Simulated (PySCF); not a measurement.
GaH3O3, SMILES [OH][Ga]([OH])[OH]. Geometry optimised at B3LYP-D3(BJ)/def2-SVP. One conformer was computed; it need not be the lowest.

These are B3LYP-D3(BJ)/def2-SVP run with PySCF values and carry that method's errors.

Harmonic wavenumbers (cm⁻¹): 180, 180, 196, 310, 336, 337, 659, 737, 737, 813, 849, 849, 3843, 3843, 3845. Rotational constants (GHz): 5.984, 5.984, 2.992; symmetry number 3.

Work out the zero-point energy and the ideal-gas rigid-rotor harmonic-oscillator thermochemistry at 298.15 K and 1 atm.

ZPE = ½ Σ hcν = ½ × 17713 cm⁻¹ = 25.32 kcal/mol. H − E(el) = 29.85 kcal/mol. Entropy in cal/(mol K): translation 40.28, rotation 23.33, vibration 12.08, total 75.68. G − E(el) = 7.29 kcal/mol. Cp = 22.60 cal/(mol K).
